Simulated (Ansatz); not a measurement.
# One elementary step

Start structure (Si2H6O2, singlet), relaxed at PBE0-D4/def2-TZVP:

```xyz
10
angstrom
Si -0.2939 0.2857 -0.5623
O 0.8449 1.3902 -1.0170
O -0.3260 -0.9802 -1.6073
H -0.4954 -0.7993 -2.5337
H -1.6089 0.9988 -0.5537
Si 0.2456 -0.6494 1.5122
H 0.5488 2.2892 -1.1620
H 0.2735 0.4235 2.5445
H -0.7709 -1.6586 1.9146
H 1.5821 -1.2996 1.4647
```

The step: Si₂H₆O₂ ([OH][SiH]([OH])[SiH3]) → Si₂H₄O ([O][SiH][SiH3]) + H₂O (still joined by a long Si–O bond); bonds formed: O2–H4; bonds broken: O3–H4; bonds weakened to dative contacts: Si1–O2. Program: Ansatz 0.2.0. Basis: def2-TZVPP and def2-QZVPP. Cores are frozen in the correlated methods. Extrapolation: Hartree–Fock as exp(−7.88 √X), correlation as X^−2.97. Energies below are by CCSD(T) at an estimated basis limit (MP2 extrapolated from triple and quadruple zeta, plus CCSD(T) − MP2 in triple zeta).

Question: What are the electronic barrier and the energy of the step, from the start structure to the end structure? (To be estimated.)

Answer: Computed: Barrier 51.83 kcal/mol; step energy 49.62 kcal/mol (uphill); reverse barrier, their difference, 2.20 kcal/mol. Barrier and step energy count from the start structure, the reverse barrier from the end structure.

The saddle point: One imaginary mode of 548i cm⁻¹.
| pair | start (Å) | saddle (Å) | end (Å) |
| --- | --- | --- | --- |
| O2–H4 | 2.98 | 1.07 | 0.98 |
| Si1–O2 | 1.65 | 1.89 | 1.99 |
| O3–H4 | 0.96 | 1.57 | 2.15 |

Zero-point energy (harmonic, PBE0-D4): ZPE is 38.62 kcal/mol at the start and 37.45 kcal/mol at the saddle, so the barrier goes from 51.83 to 50.66 kcal/mol.

T1 diagnostic: at most 0.018.

Labels in which every atom is bracketed show which atoms are joined, not bond orders.

For scale, one of the runs: CCSD(T)/def2-TZVPP, 230 basis functions, launched by `ansatz run in.yaml --threads 4 --pin off --events-out ev --progress --plain --max-ram 9574MiB`. The run took 30 s on 4 CPU threads of an Intel Xeon Platinum 8488C (shared host), with 3.8 GiB of host memory at its peak.
